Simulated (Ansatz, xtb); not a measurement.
## Ranking isomers of Cl2H4SiSn

3 gas-phase structures of Cl2H4SiSn, found in a search over its isomers (lower ones may exist). Each was relaxed with GFN2-xTB; where two conformers were screened, the lower at r2SCAN-D4/def2-SVP//GFN2-xTB is listed:

A. `[SiH3][SnH]([Cl])[Cl]`, a singlet
B. `Cl[SiH](Cl)[SnH3]`, a singlet
C. `Cl[SiH2][SnH2][Cl]`, a singlet

**Question.** Make a reasoned guess at their ranking by r2SCAN-D4/def2-SVP//GFN2-xTB single-point energy.

**Answer.** Calculated order at r2SCAN-D4/def2-SVP//GFN2-xTB: A (0.000), C (0.264), B (0.282) eV. Less than 1 kcal/mol parts C and B, so the order within that pair means little.

Energies above the lowest of each column, in eV; the last columns are at r2SCAN-D4/def2-SVP geometries:

```
structure  GFN2-xTB  HF/STO-3G  r2SCAN-D4/def2-SVP//GFN2-xTB  r2SCAN-D4/def2-SVP  CCSD(T)/def2-SVP + ΔMP2/def2-TZVPP
        A     0.000      0.000                         0.000               0.000                               0.007
        C     0.211      0.614                         0.264               0.170                               0.085
        B     0.335      1.092                         0.282               0.135                               0.000
```

CCSD(T)/def2-SVP + ΔMP2/def2-TZVPP has A and B within 1 kcal/mol of each other at the bottom, and every level picks one of them. CCSD(T)/def2-SVP + ΔMP2/def2-TZVPP orders those it was run on as B (0.000), A (0.007), C (0.085) eV. Less than 1 kcal/mol parts B and A, so the order within that pair means little. Flexible structures stand in one conformer each, not always the lowest. The ΔMP2 step shifts differences by up to 0.163 eV, which makes them less sure. Atoms past krypton carry core potentials in the def2 sets, without spin–orbit terms. ΔMP2 is the change of the MP2 energy from the smaller to the larger basis.

Programs: Ansatz 0.2.0, xtb 6.7.1.
